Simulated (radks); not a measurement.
Values are calculated unless marked as measured or tabulated.
Initial-state core-level shifts of the zinc ion Zn2+ when its valence configuration changes from [Ar] 3d10. Level of theory: Dirac Kohn-Sham, PBE, spin-unpolarised, spherical densities, point nucleus; open shells fill j = l - 1/2 first (a radial shooting solver on a logarithmic mesh with Libxc functionals). Shifts are changes of the shell-averaged eigenvalues in eV (positive: less bound).

| valence | 1s | 2s | 3s | 3p |
|---|---|---|---|---|
| 3d9 4s1 | -8.214 | -9.120 | -7.978 | -7.781 |
| 3d8.5 4s1 4p0.5 | -13.561 | -14.963 | -13.071 | -12.761 |
| 3d9.5 4p0.5 | -4.741 | -5.130 | -4.666 | -4.569 |
| 3d8 4s2 | -17.659 | -19.663 | -16.814 | -16.392 |
| 3d8 4p2 | -20.608 | -22.515 | -19.755 | -19.317 |
| 3d9 4p1 | -9.770 | -10.607 | -9.534 | -9.331 |
| 3d7 4s2 4p1 | -29.668 | -32.923 | -27.754 | -27.083 |
